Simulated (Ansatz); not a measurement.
Ansatz (a quantum-chemistry and plane-wave program) input (B3LYP-D3(BJ)/def2-TZVP):

Ansatz 0.2 input:
```yaml
crystal:
  periodic: [false, false, false]
  atoms:
    - {symbol: Si, position_ang: [0.66080472, 0.84340889, -0.40406700]}
    - {symbol: C, position_ang: [2.02435397, -0.43136298, -0.00002897]}
    - {symbol: F, position_ang: [0.80693798, 1.99948298, 0.72154512]}
    - {symbol: N, position_ang: [-0.82918305, 0.08138588, -0.41685069]}
    - {symbol: Si, position_ang: [-2.30206448, -0.36753278, 0.27375060]}
    - {symbol: H, position_ang: [0.90374368, 1.53170570, -1.66272525]}
    - {symbol: H, position_ang: [2.02157574, -1.23197747, -0.72884497]}
    - {symbol: H, position_ang: [2.99348336, 0.05552150, -0.01418782]}
    - {symbol: H, position_ang: [1.86178086, -0.85639007, 0.98423896]}
    - {symbol: H, position_ang: [-2.60935382, 0.27789241, 1.55555243]}
    - {symbol: H, position_ang: [-2.24671834, -1.82946140, 0.43777595]}
    - {symbol: H, position_ang: [-3.31380317, -0.02647671, -0.73728561]}
basis:
  gaussian:
    orbitals: def2-TZVP
hamiltonian:
  xc: b3lyp
  dispersion: d3bj
magnetization: {spin_polarized: true, initial_magnetization: 1}
relax: {f_tol: 0.002, max_steps: 150}
```

End of the output:

```
these checks for a lower state are left out or cut short: starts, cluster_reference, orbital_swaps, neighbouring_geometries, increment
integrals: 0.14 GiB planned
1321 factors; their error is unknown
mean field: 1.74 GiB planned
mean field evaluation 288: about -21118.8743 eV, gradient 1.9e-1 eV
mean field -21118.92874852 eV, -776.1063165841 hartree, gradient 1.2e-5 eV, S^2 0.754479; 0 other end points of the search recorded, 0 dependent functions left out
the calculation of the forces begins
reference -21118.92906215 eV, -776.1063281098 hartree; 29, 28 occupied and 180, 181 virtual orbitals, 1321 factors
relax step  36: F+E_penalty+E_count = -21119.38384619 eV  Δ(F+E_penalty+E_count) = -7.097e-7 eV  max|allowed force component| = 1.697e-3 eV/Å  Δτ_max = 0.0024 Å  (33 SCF iters, accepted)
integrals: 0.14 GiB planned
1321 factors; their error is unknown
mean field: 1.74 GiB planned
mean field evaluation 320: about -21118.5230 eV, gradient 4.6e0 eV
mean field -21118.92874852 eV, -776.1063165841 hartree, gradient 1.3e-5 eV, S^2 0.754479; 3 other end points of the search recorded, 0 dependent functions left out
the calculation of the forces begins
reference -21118.92906215 eV, -776.1063281098 hartree; 29, 28 occupied and 180, 181 virtual orbitals, 1321 factors
Total energy: -21119.38415982 eV, -776.1230526407 hartree
Atom 0 at     0.662733     0.721341    -0.414168 Å, force     0.000091     0.000544     0.001006 eV/Å
Atom 1 at     2.118811    -0.352198     0.022937 Å, force    -0.000181     0.000187    -0.000395 eV/Å
Atom 2 at     0.632079     1.950142     0.628010 Å, force    -0.000030    -0.001151    -0.000932 eV/Å
Atom 3 at    -0.750978    -0.225064    -0.405558 Å, force     0.000398     0.000019    -0.000273 eV/Å
Atom 4 at    -2.317827    -0.388968     0.281323 Å, force    -0.001697    -0.000030    -0.000397 eV/Å
Atom 5 at     0.750222     1.327924    -1.760235 Å, force    -0.000018     0.000025     0.000092 eV/Å
Atom 6 at     2.236268    -1.154299    -0.706399 Å, force    -0.000043     0.000332     0.000405 eV/Å
Atom 7 at     3.030216     0.248700     0.036667 Å, force    -0.000185    -0.000170     0.000075 eV/Å
Atom 8 at     1.988591    -0.798128     1.010314 Å, force    -0.000056     0.000022    -0.000102 eV/Å
Atom 9 at    -2.440174     0.153778     1.656301 Å, force     0.000307    -0.000587    -0.000481 eV/Å
Atom 10 at    -2.724858    -1.812832     0.286653 Å, force     0.000598     0.001498     0.000300 eV/Å
Atom 11 at    -3.213526     0.375801    -0.626973 Å, force     0.000817    -0.000687     0.000702 eV/Å
Dipole moment:     0.094341    -0.222237    -0.036753 e Å
```

It need not be the lowest isomer of its formula.
